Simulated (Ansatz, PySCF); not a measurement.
Reaction 2 R1 → P1, each structure at its B3LYP-D3(BJ)/def2-TZVP stationary point, reached from a drawn start (curvature not checked).
R1, OH (SMILES [OH]) (charge 0, multiplicity 2):
```json
[
 {"atom": "O", "x (Å)": "0.0000", "y (Å)": "0.0000", "z (Å)": "0.4884"},
 {"atom": "H", "x (Å)": "0.0000", "y (Å)": "0.0000", "z (Å)": "-0.4884"}
]
```
P1: H2O2 (SMILES OO), charge 0, multiplicity 1.

P less R. No zero-point or thermal terms; singlets are restricted closed shells; open shells are unrestricted; no spin–orbit coupling.

Cores are frozen in the correlated methods. CBS: X⁻³ extrapolation of the correlation energy, Hartree–Fock from the larger set.

The values were computed with Ansatz (Gaussian orbitals); PySCF for the D3/D4 terms. No computed number here is a measurement.

The comparison value is -228.4 kJ/mol (CCSD(T)/CBS(aug-cc-pVTZ, aug-cc-pVQZ)). It is a level with limits of its own, not the exact answer.

Order these levels by how close they come to the comparison value for the reaction energy, closest first: revPBE-D3(BJ)/def2-TZVPPD, BLYP-D3(BJ)/def2-TZVPPD, CAM-B3LYP/def2-TZVPPD, MP2/aug-cc-pVDZ, BHLYP/def2-TZVPPD. Give each level's value less the comparison value.

MP2/aug-cc-pVDZ (1.0 kJ/mol), revPBE-D3(BJ)/def2-TZVPPD (-6.8 kJ/mol), BLYP-D3(BJ)/def2-TZVPPD (-9.3 kJ/mol), CAM-B3LYP/def2-TZVPPD (12.3 kJ/mol), BHLYP/def2-TZVPPD (72.1 kJ/mol)

Ansatz is an electronic-structure program.
